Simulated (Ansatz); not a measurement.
Program: Ansatz. Geometries: PBE0-D4/def2-TZVP. ΔE: electronic, gas phase. CBS: MP2 limit from def2 TZ/QZ plus the TZ coupled-cluster correction, frozen cores. This one scheme is used for every species. DFT in def2-TZVPP. For Ge outer-core shells are correlated without core-valence functions, which leaves a few kJ/mol of doubt a bond. Scalar relativity is left out up to krypton. One conformer a species, not always the lowest.

Consider the formal exchange of groups at a Ge–C bond: `F[CH]([GeH3])CCl` + `[SiH3][GeH3]` → `[GeH3][SiH2][GeH3]` + `FCCCl`.

**Question.** Is it downhill or uphill in electronic energy at CCSD(T)/CBS, and by how much? (An estimate is asked.)

**Answer.** Ansatz gave: Downhill: ΔE = -0.56 eV.

**Question.** What do these levels give: r2SCAN-D4, ωB97M-V, HF/def2-TZVPP, MP2/def2-TZVPP, MP2/def2-QZVPP, MP2/CBS(def2)? (Estimate.)

**Answer.** Computed: r2SCAN-D4 -0.57, ωB97M-V -0.53, HF/def2-TZVPP -0.59, MP2/def2-TZVPP -0.54, MP2/def2-QZVPP -0.54, MP2/CBS(def2) -0.54 eV.

Largest T1 diagnostic among the species: 0.012.

In def2-TZVPP, CCSD(T) changes the Hartree–Fock value by +0.04 eV (the triples alone add +0.01 eV) and MP2 by +0.06 eV.
